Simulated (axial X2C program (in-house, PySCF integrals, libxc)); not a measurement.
**CCoO: properties at the nuclei**

Calculated with an axial X2C code built on PySCF integrals: two-component X2C with atomic mean-field Coulomb and Gaunt terms, Gaussian nuclei, basis C dyall-v3z, Co dyall-v3z, O dyall-av3z with contracted cores.

C–Co–O held linear, with bonds 1.753 and 1.605 Å (near the PBE0 minimum at charge 0 of the determinant lowest at the starting distance; the state shown can have its own minimum elsewhere, held linear; other orders of the atoms were not compared).

Determinant lowest in the PBE0 search, Ω = 3/2 (⟨Sz⟩ = -0.50, ⟨Lz⟩ = 2.00 at PBE0), spin on the atoms C -1.07, Co 0.61, O -0.04:

```json
{"level": "PBE0", "Eeff magnitude (GV/cm)": "0.23", "Ws magnitude Co (kHz)": "0.0557", "A∥/gI C (MHz)": "-51.4", "qzz C (a.u.)": "-0.30", "A∥/gI Co (MHz)": "-280", "qzz Co (a.u.)": "-1.59", "A∥/gI O (MHz)": "-94.4", "qzz O (a.u.)": "1.16", "μ (D)": "-1.87"}
{"level": "HF", "Eeff magnitude (GV/cm)": "0.314", "Ws magnitude Co (kHz)": "0.11", "A∥/gI C (MHz)": "-102", "qzz C (a.u.)": "-0.13", "A∥/gI Co (MHz)": "152", "qzz Co (a.u.)": "-3.36", "A∥/gI O (MHz)": "-105", "qzz O (a.u.)": "0.35", "μ (D)": "-0.71"}
{"level": "LDA", "Eeff magnitude (GV/cm)": "0.0791", "Ws magnitude Co (kHz)": "0.00944", "A∥/gI C (MHz)": "-61.8", "qzz C (a.u.)": "-0.38", "A∥/gI Co (MHz)": "-372", "qzz Co (a.u.)": "-1.42", "A∥/gI O (MHz)": "-75.4", "qzz O (a.u.)": "0.71", "μ (D)": "-1.81"}
```

Eeff is the effective electric field on the electron electric dipole moment in this Ω state and Ws the scalar–pseudoscalar constant of the nucleus named (defined with the proton number Z and per Ω); A∥ (defined per Ω) follows by multiplying with gI = μI/(I μN); qzz is the electric field gradient, eQq0 = 234.96 MHz × Q/barn × qzz; μ is positive if the O end (last atom) is positive. The operators were transformed with the bare-nucleus X2C matrices; with these basis sets, hyperfine constants and field gradients can be off by tens of per cent, and where levels differ in sign neither size nor sign is settled.

(1) With gI(13C) = 1.4048, gI(17O) = -0.7575 (g factors from the IAEA table of nuclear moments by Stone), turn the PBE0 values of the first state into constants in MHz.

The molecule was held linear; bending was not examined, so a bent shape may lie lower.

Each state is one determinant with collinear spin, which with several unpaired electrons need not be a pure state. Unrestricted Hartree–Fock can overshoot spin polarisation at the nuclei. With several open shells hyperfine constants can be off by a factor of several. Where Eeff spreads by more than a factor of two the levels disagree and none is to be relied on. In the state Ω = 3/2 the atomic spins oppose each other (-1.07, 0.61, -0.04): a broken-symmetry determinant whose values are not spin-projected. At HF a later determinant lies lower. States lie within half an eV, so the first need not be the ground state. Further determinants of the search, some of them spin-mixed, are not shown. Where a field gradient or hyperfine factor spreads by more than a factor of two over the levels, a constant derived from it is not to be relied on.

## Answers

(1) A∥(13C) = -51.4 × 1.4048 = -72.2 MHz; A∥(17O) = -94.4 × -0.7575 = 71.5 MHz.
